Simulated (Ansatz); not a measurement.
A nudged elastic band was laid between two geometries of CH5AlOSi (9 atoms, charge 0, multiplicity 1).

All numbers below come from Ansatz 0.2.0, RKS CAM-B3LYP-D4/def2-SVP.

- movable images: 9
- climbing image: yes
- spring: 5.0 eV/Å²
- optimiser: quadratic models (default)
- start path: through a guess of the saddle point
- force threshold: 0.05 eV/Å
- iteration limit: 60
- end points: relaxed

First end point:

```xyz
9
Properties=species:S:1:pos:R:3
C -0.206 0.731 -1.337
Si 0.048 -0.641 -0.091
O 1.181 -0.293 1.141
Al -0.205 -0.537 2.175
H -1.057 0.503 -1.998
H -0.396 1.694 -0.844
H 0.692 0.833 -1.969
H 0.351 -1.898 -0.835
H -0.320 -0.438 3.742
```

Last end point:

```xyz
9
Properties=species:S:1:pos:R:3
C -0.366 1.037 -1.541
Si -1.330 -0.411 -0.762
O -0.331 -0.734 0.523
Al 0.588 -1.183 1.883
H -0.858 1.457 -2.431
H -0.232 1.844 -0.799
H 0.645 0.696 -1.828
H 1.714 -2.266 1.683
H 0.258 -0.486 3.255
```

**Question.** What changes between the two ends?

**Answer.** Bonds broken: Si2–Al4, Si2–H8. Bonds formed: Al4–H8.

**Question.** Give the energies along the band, and the barrier.

**Answer.** The forces met the threshold. The highest image is number 3 of 0 to 10, 39.6 kcal/mol above the first end and 51.6 kcal/mol above the last; the last end lies 12.0 kcal/mol below the first. The profile has 2 maxima (images 3, 8) with wells between them (image 7): this band takes more than one step, which may be the mechanism or a detour left from its start path. Neighbouring images differ by up to 1.7 eV, so the band resolves the path poorly. A vibrational analysis at the climbing image gives one clearly imaginary mode, 764i cm⁻¹: a first-order saddle point. The orbitals stay closed-shell, which can raise the energy where a bond breaks towards radicals; this wasn't checked here.

```tsv
image	path coordinate (Å)	energy (kcal/mol)	Si2–Al4 (Å)	Si2–H8 (Å)	Al4–H8 (Å)
0	0.00	0.0	2.28	1.49	3.35
1	0.48	3.7	2.25	1.48	3.18
2	0.96	21.4	2.27	1.46	2.80
3	1.44	39.6	2.46	1.51	2.43
4	2.87	-0.7	2.90	2.91	1.60
5	4.30	-11.7	3.35	4.21	1.57
6	5.72	-11.7	3.36	4.34	1.57
7	7.15	-11.8	3.35	4.30	1.57
8	8.57	-10.1	3.34	4.21	1.58
9	10.00	-10.9	3.35	4.24	1.57
10	11.42	-12.0	3.36	4.32	1.57
```

**Question.** What is the geometry of the highest image?

**Answer.** 
```xyz
9
Properties=species:S:1:pos:R:3
C -0.181 0.774 -1.288
Si 0.668 -0.690 -0.434
O 1.323 -0.293 1.093
Al -0.166 -0.701 1.881
H -1.077 0.403 -1.811
H -0.475 1.590 -0.614
H 0.495 1.190 -2.049
H -0.113 -1.964 -0.200
H -0.386 -0.354 3.406
```

The band took 25 iterations and roughly 15 core-minutes.

Run time: 7.8 min on 2 threads of Arm Neoverse V1, on a shared host, peak memory 0.21 GiB.
